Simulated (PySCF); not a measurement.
Protons, H atoms and electrons added to or taken from C[GeH3]. All species are isolated molecules in the gas phase. Strings in code marks are SMILES.

The numbers are results of PBE0-D3(BJ)/def2-TZVP in PySCF, not measurements. 

| species | dipole moment (D) |
|---|---|
| neutral parent (`[CH3][GeH3]`) | 0.73 |
| H atom removed from C1 (`[CH2][GeH3]`) | 0.52 |
| H atom removed from Ge2 (`[GeH2][CH3]`) | 0.83 |
